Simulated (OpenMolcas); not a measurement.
## Mn6+, Tc6+, Re6+: d down the group

* Program: OpenMolcas
* Method: XMS-CASPT2, IPEA 0.25 Eh, imaginary shift 0.1 Eh
* Basis: ANO-RCC-VTZP
* Scalar Hamiltonian: DKH2, point nucleus
* Spin-orbit coupling: state interaction with AMFI integrals over the reference wave functions, term energies averaged over their components

Active space for each ion: 1 electron in 5 orbitals (d); closed shells correlated by CASPT2: Mn6+ 3s 3p; Tc6+ 4s 4p; Re6+ 5s 5p.

Computed levels in cm-1 above ²D_3/2:

```
                               Level  Mn6+  Tc6+   Re6+
                              ²D_5/2  1329  3290  11160
weight of ²D in the lowest level (%)   100   100    100
```

Measured, with the error of the calculation in %. Measured levels: Mn6+ from Corliss and Sugar, J. Phys. Chem. Ref. Data 6, 1253 (1977).

```json
{"Level": "²D_5/2", "Mn6+": "1350 (-1.6)"}
```

The fine-structure level ²D_5/2 changes by a factor of 8.4 from Mn6+ to Re6+.

Term energies are means over components that CASPT2 splits; among the terms shown or strongly mixed into the levels shown the widest spread is 96 cm-1 (4d ²D, Tc6+). With one active electron, CASPT2 adds the correlation within the correlated inactive shells and between them and that electron, and leaves the splitting within a term as the reference gives it. Computed and measured levels are paired by configuration, term and J; levels that our copy of the source lacks, or whose pairing is in doubt (as where it misses far off the trend of its configuration), stay unpaired and out of the deviations. Levels of configurations outside the active space are missing.
